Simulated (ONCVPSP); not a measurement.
**Before and after: ONCV potential for thallium (Tl)**

```
Element                 : Tl
Generator               : ONCVPSP 4.0.1
Type                    : optimised norm-conserving Vanderbilt (ONCV)
Functional              : PBE
Relativity              : scalar-relativistic
Frozen core             : [Xe] 4f14 5d10
Valence charge          : 3
Reference configuration : 6s1.5 6p1.5
Partial waves           : 6s: rc 1.80 bohr, ncon 3, nbas 6, qcut 2.9 1/bohr, 2 projectors, debl 3.6 Ha; 6p: rc 2.40 bohr, ncon 4, nbas 9, qcut 4 1/bohr, 2 projectors, debl 0.4 Ha; d scattering state at 0.12 Ha: rc 2.65 bohr, ncon 3, nbas 6, qcut 3.7 1/bohr, 2 projectors, debl 2.7 Ha
Local potential         : polynomial inside 1.75 bohr (lpopt 5, dvloc0 2 Ha)
Core correction         : polynomial model core, fcfact 0.65
```

Change: local potential polynomial inside 1.60 bohr (lpopt 5, dvloc0 -1 Ha).

Cutoffs: the cutoffs (Ha) at which the residual kinetic energy of the hardest occupied pseudo-wave falls to 1 and 0.1 mHa per electron; they do not see the model core or the augmentation charge, which bear on the density cutoff. Errors are all-electron minus pseudo energies relative to the spin-unpolarised reference configuration.

**Question.** What does the change do?

**Answer.** The potential gets neither clearly harder nor softer (10 Ha and 22 Ha → 10 Ha and 22 Ha); a bound ghost appears in s, which as a rule spoils a file; the lowest positive-energy flag moves from p at 59.0 eV to d at 2.0 eV; the number of tests with a reliable result goes from 4 to 2; the range in which the s phases agree narrows (upper end 2.7 → -0.2); the range in which the p phases agree widens (upper end 1.7 → 3.4). In the separable form a ghost depends on how the local part lies against the semilocal potential of the channel, so the choice of the local part can create or remove one.

```csv
quantity,base,changed
"cutoff, loose",10 Ha,10 Ha
"cutoff, tight",22 Ha,22 Ha
bound ghosts,none,s
GHOST(+) flags under 300 eV,"p at 59.0 eV, s at 73.4 eV","d at 2.0 eV, p at 11.7 eV, d at 76.0 eV"
tests with a reliable result,4 of 4,2 of 4
"error for 6s2 6p1, meV [ΔE -3.65 eV]",-11,-11
"error for 6s2 6p0, meV [ΔE 1.52 eV]",-11,-11
s: phases at 1.83 bohr within 0.05 rad from the reference energy up to (Ha; the scan ends near 5),2.7,-0.2
p: phases at 2.44 bohr within 0.05 rad from the reference energy up to (Ha; the scan ends near 5),1.7,3.4
d: phases at 2.70 bohr within 0.05 rad from the reference energy up to (Ha; the scan ends near 5),0.2,0.2
"rms error of d²Exc/dni dnj with the model core, mHa",0.46,0.46
```

Base: The cutoffs count occupied waves only; projector 2 of the d channel, the hardest unoccupied one, needs 38 Ha at the loose tolerance. Changed file: The cutoffs count occupied waves only; projector 2 of the d channel, the hardest unoccupied one, needs 38 Ha at the loose tolerance. A true bound ghost makes a file unfit for plane-wave use even where its test errors are small: the radial tests pick states by their node count and pass the ghost by.
